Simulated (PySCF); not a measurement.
# Correlation energy of O²⁺ (oxygen, charge +2)

[He] 2s2 2p1 3s1, high-spin 3P determinant (an excited configuration). Calculation: PySCF 2.14, in dyall-av3z (15s9p3d2f, 71 functions); the spin-free X2C one-electron Hamiltonian (Gaussian nucleus). Frozen: 1s2; 4 electrons correlated; the 13 highest virtual orbitals of each spin left out.

MP2 pair energies summed by pair of shells (mhartree):

```csv
pair,energy,share (%)
2s-2s,-38.53,49.0
2s-2p,-25.15,32.0
2s-3s,-12.73,16.2
2p-3s,-2.19,2.8
```

Total MP2 correlation energy: -78.59 mhartree.

Same-spin part -9.01 and opposite-spin part -69.59 mhartree; SCS-MP2 scales them by 1/3 and 6/5 to -86.50 mhartree.
